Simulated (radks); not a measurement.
Results of a calculation; reference values are marked as such.
Isoelectronic series with 8 electrons, each ion in its NIST ground configuration. Level of theory: scalar-relativistic Kohn-Sham, r2SCAN, spin-polarised, spherical densities, finite nucleus; open shells are filled with parallel spins first; meta-GGA in the generalised Kohn-Sham scheme; Fermi nuclear charge, rms radius of each element as measured or else 0.836 A^(1/3) + 0.57 fm (a radial shooting solver on a logarithmic mesh with Libxc functionals). Total energies (hartree) and orbital eigenvalues (hartree):

ion    configuration  E (hartree)    2p down      2p up
O       [He] 2s2 2p4    -75.09032   -0.24933   -0.40258
F+      [He] 2s2 2p4    -99.14502   -0.94013   -1.13709
Ne2+    [He] 2s2 2p4   -126.73483   -1.89709   -2.13731
Mg4+    [He] 2s2 2p4   -192.51066   -4.58222   -4.90831
Al5+    [He] 2s2 2p4   -230.70118   -6.30599   -6.67488
Si6+    [He] 2s2 2p4   -272.43252   -8.28270   -8.69436
P7+     [He] 2s2 2p4   -317.71031  -10.51196  -10.96637
S8+     [He] 2s2 2p4   -366.54100  -12.99363  -13.49079
Cl9+    [He] 2s2 2p4   -418.93176  -15.72768  -16.26761
Ar10+   [He] 2s2 2p4   -474.89043  -18.71421  -19.29690
K11+    [He] 2s2 2p4   -534.42551  -21.95335  -22.57884
Ca12+   [He] 2s2 2p4   -597.54607  -25.44534  -26.11363
Sc13+   [He] 2s2 2p4   -664.26181  -29.19042  -29.90154
Ti14+   [He] 2s2 2p4   -734.58310  -33.18890  -33.94288
V15+    [He] 2s2 2p4   -808.52089  -37.44112  -38.23798
